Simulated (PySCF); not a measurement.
`FC[C@H]1C=C(F)C1`, C$_{5}$H$_{6}$F$_{2}$

Geometry:
```
atom   x (Å)   y (Å)   z (Å)
  F1  -2.120  -1.232   0.619
  C2  -1.579   0.002   0.357
  C3  -0.324  -0.141  -0.496
  C4  -0.442  -1.100  -1.665
  C5  -0.218  -0.132  -2.542
  F6  -0.117  -0.087  -3.872
  C7  -0.062   0.976  -1.547
  H8  -1.373   0.475   1.323
  H9  -2.355   0.562  -0.177
 H10   0.539  -0.350   0.139
 H11  -0.648  -2.150  -1.710
 H12   0.926   1.430  -1.500
 H13  -0.818   1.758  -1.590
```

Method: PySCF, GIAO HF/pcSseg-1 magnetisability, rotational g tensor and spin-rotation constants, non-relativistic, gas phase. Geometry: GFN2-xTB, dihedral held. The dihedral F1–C2–C3–C4 is held at 45°.

Task: How diamagnetic is it, and how anisotropic?

Result: Isotropic -972 × 10⁻³⁰ J/T², or -58.5 × 10⁻⁶ cm³/mol; principal values -1015, -971, -928 × 10⁻³⁰ J/T², anisotropy 76 × 10⁻³⁰ J/T² (root of half the summed squared differences of the principal values). The susceptibility is in cgs units.

Task: Split it along the inertial axes a, b, c into diamagnetic and paramagnetic parts about the centre of mass, with the quadrupole moment.

Result: 
| axis | χ (10⁻⁶ cm³/mol) | diamagnetic (10⁻⁶ cm³/mol) | paramagnetic (10⁻⁶ cm³/mol) | summed x² of all electrons (Å²) | quadrupole Θ (D Å) |
| --- | --- | --- | --- | --- | --- |
| a | -58.3 | -265.6 | 207.3 | 170.8 | -10.16 |
| b | -59.1 | -808.6 | 749.5 | 42.8 | +5.90 |
| c | -58.1 | -905.9 | 847.8 | 19.8 | +4.26 |

Anisotropies 2χaa − χbb − χcc = +0.7 and 2χbb − χaa − χcc = -1.9 × 10⁻⁶ cm³/mol. Θ is traceless in Buckingham's convention.

Task: And the rotational g tensor?

Result: 
| axis | rotational constant (GHz) | g | nuclear part | electronic part |
| --- | --- | --- | --- | --- |
| a | 6.7787 | -0.0345 | 0.6259 | -0.6603 |
| b | 1.4867 | -0.0136 | 0.5099 | -0.5234 |
| c | 1.3277 | -0.0122 | 0.5166 | -0.5288 |

Asymmetric top; isotopes 12C, 19F, 1H; no vibrational averaging.
